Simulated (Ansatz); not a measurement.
Input file for Ansatz (a program for electronic structure): U-B3LYP/def2-TZVPP on Te2, 2S+1 = 3, a point of a bond scan (R = 3.090 Å). Elements past Kr take the def2 small-core potentials; no spin–orbit coupling.

Ansatz 0.2 input:
```yaml
crystal:
  periodic: [false, false, false]
  atoms:
    - {symbol: Te, position_ang: [-0.00000000, -0.00000000, -1.28732190]}
    - {symbol: Te, position_ang: [0.00000000, 0.00000000, 1.80225066]}
basis:
  gaussian:
    orbitals: def2-TZVPP
hamiltonian:
  xc: {name: B3LYP}
magnetization: {spin_polarized: true, initial_magnetization: 2}
```

Program output:

```
WARN ansatz: RAYON_NUM_THREADS=1 ignored (pool sized by the plan → 1); use --threads N
Functional definition: B3LYP
integrals: 0.03 GiB planned
846 factors; their error is unknown
mean field: 0.41 GiB planned
mean field evaluation 1: about -14590.9733 eV, gradient 3.0e0 eV
mean field evaluation 2: about -14591.0129 eV, gradient 3.0e0 eV
mean field evaluation 4: about -14591.0487 eV, gradient 1.7e-1 eV
mean field evaluation 8: about -14591.2558 eV, gradient 1.4e-2 eV
mean field evaluation 16: about -14591.2558 eV, gradient 3.2e-5 eV
mean field evaluation 32: about -14590.6251 eV, gradient 6.3e-1 eV
mean field -14591.25583528 eV, -536.2187616380 hartree, gradient 1.9e-6 eV, S^2 2.006914; 4 other end points of the search recorded, 0 dependent functions left out
reference -14591.25601736 eV, -536.2187683294 hartree; 25, 23 occupied and 75, 77 virtual orbitals, 846 factors
Total energy: -14591.25601736 eV, -536.2187683294 hartree
```

The calculation finished and met its thresholds.

Cost: about 5 core-seconds (a rough figure).
